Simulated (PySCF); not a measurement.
**Radial density of Tm²⁺ (thulium, charge +2)**

UHF, [Xe] 4f12 5d1, one real determinant (an excited configuration). Computed with PySCF 2.14 in ANO-RCC-VTZP, with the spin-free X2C one-electron Hamiltonian (Gaussian nucleus).

```json
{"r (bohr)": "0.0196", "4πr²ρ (e/bohr)": "86.70", "4πr²(ρα − ρβ)": "0.0004"}
{"r (bohr)": "0.0329", "4πr²ρ (e/bohr)": "87.27", "4πr²(ρα − ρβ)": "0.0017"}
{"r (bohr)": "0.0553", "4πr²ρ (e/bohr)": "122.8", "4πr²(ρα − ρβ)": "0.0081"}
{"r (bohr)": "0.0931", "4πr²ρ (e/bohr)": "100.8", "4πr²(ρα − ρβ)": "0.0442"}
{"r (bohr)": "0.157", "4πr²ρ (e/bohr)": "109.7", "4πr²(ρα − ρβ)": "0.2523"}
{"r (bohr)": "0.263", "4πr²ρ (e/bohr)": "66.96", "4πr²(ρα − ρβ)": "1.2996"}
{"r (bohr)": "0.443", "4πr²ρ (e/bohr)": "62.30", "4πr²(ρα − ρβ)": "2.9163"}
{"r (bohr)": "0.745", "4πr²ρ (e/bohr)": "30.92", "4πr²(ρα − ρβ)": "2.0458"}
{"r (bohr)": "1.25", "4πr²ρ (e/bohr)": "11.73", "4πr²(ρα − ρβ)": "0.8260"}
{"r (bohr)": "2.11", "4πr²ρ (e/bohr)": "2.526", "4πr²(ρα − ρβ)": "0.4567"}
{"r (bohr)": "3.55", "4πr²ρ (e/bohr)": "0.1708", "4πr²(ρα − ρβ)": "0.1339"}
{"r (bohr)": "5.96", "4πr²ρ (e/bohr)": "0.01504", "4πr²(ρα − ρβ)": "0.0150"}
{"r (bohr)": "10.0", "4πr²ρ (e/bohr)": "9.060e-05", "4πr²(ρα − ρβ)": "0.0001"}
```

Densities and radii are taken from the X2C orbitals without a picture-change correction, which distorts them close to the nucleus.

⟨L²⟩ = 29.88 against 56 for a pure K term, so this real determinant mixes terms. Spin-orbit coupling, absent here, splits the open shell strongly.
